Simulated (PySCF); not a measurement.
C9H6N4, SMILES C1=CC2=CC=NC3=CC=NC(=N1)N23.

Geometry: PBE0-D3(BJ)/def2-SVP.

Calculation: PySCF with CAM-B3LYP/def2-SVP.

The molecule is in vacuum.

Computed frontier levels, gap, dipole moment and polarisability:
The highest occupied level is -6.64 eV and the lowest empty level is -1.24 eV. The orbital gap is 5.39 eV. The dipole moment is 3.38 D and the quadrupole, principal values (traceless, Buckingham form, about the centre of nuclear charge) is -14.08, -2.37, 16.46 D·Å. The mean static polarisability is 122.4 bohr³ (18.14 Å³) and the polarisability, principal values comes out as 48.5, 154.5, 164.2 bohr³.
